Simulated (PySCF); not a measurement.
# Ionisation energy of Tm⁵⁸⁺ by level of theory

Tm⁵⁸⁺ [Ne] 3s1 (2S) → Tm⁵⁹⁺ [Ne] (1S), as a difference of total energies. Computed with PySCF 2.14 in an even-tempered Gaussian basis (17 s from 15 bohr⁻², ratio 2.5; 12 p from 20 bohr⁻², ratio 2.5; 4 d from 72 bohr⁻², ratio 2.7; 4 f from 110 bohr⁻², ratio 2.7), with the spin-free X2C one-electron Hamiltonian (Gaussian nucleus). Correlated levels: outer shells: 1s2 frozen; virtual orbitals above 40 to 60 times the deepest correlated orbital energy dropped. The calculations carry no spin-orbit coupling.

| method | ionisation energy (eV) |
| --- | --- |
| UHF | 6025.9 |
| LDA | 6029.3 |
| PBE | 6034.2 |
| PBE0 | 6032.2 |
| r2SCAN | 6024.8 |
| PW91 | 6034.8 |
| B2PLYP | 6030.5 |
| MP2 (outer shells) | 6026.7 |
| SCS-MP2 (outer shells) | 6026.6 |

Breit and QED terms and the two-electron picture change are absent.

For comparison: 6023 ± 6 eV (theoretical estimate listed by NIST; NIST Atomic Spectra Database, ionization energies).
